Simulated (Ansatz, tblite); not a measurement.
Species of one formula, C2H6O2Sn (singlet), each relaxed with PBE0-D4/def2-SVP in Ansatz.

In the def2 sets Sn takes a core potential, while STO-3G treats all electrons; there is no spin–orbit coupling. The xTB rows come from tblite. Correlated methods freeze 8 core orbitals; core or outer-core shells of Sn are correlated, in sets that lack core-valence functions.

Other spin states weren't relaxed.

A: Sn(OMe)2 (C2H6O2Sn)

B: Sn(OAc)H3 (C2H6O2Sn)

Estimate which lies lowest at each level, and how far above it the others are (kcal/mol).


```csv
level,A,B
GFN1-xTB,0.0,25.5
GFN2-xTB,0.0,26.7
HF/STO-3G,24.5,0.0
HF/def2-SVP,3.8,0.0
HF/def2-TZVP,1.9,0.0
PBE-D4/def2-SVP,0.0,1.2
PBE-D4/def2-TZVP,0.0,5.8
BLYP-D4/def2-TZVP,0.0,11.7
r2SCAN-D4/def2-TZVP,0.0,1.8
B97M-V/def2-TZVP,3.4,0.0
PBE0-D4/def2-SVP,1.6,0.0
PBE0-D4/def2-TZVP,0.0,2.7
MP2/def2-SVP,5.2,0.0
MP2/def2-TZVP,0.0,6.3
CCSD/def2-SVP,3.2,0.0
CCSD(T)/def2-SVP,4.4,0.0
```
Point groups (tolerance 0.1 Å): A C2, B not assigned. From def2-SVP to def2-TZVP the PBE0 values move by up to 2.7 kcal/mol, so results in the small set are rough.
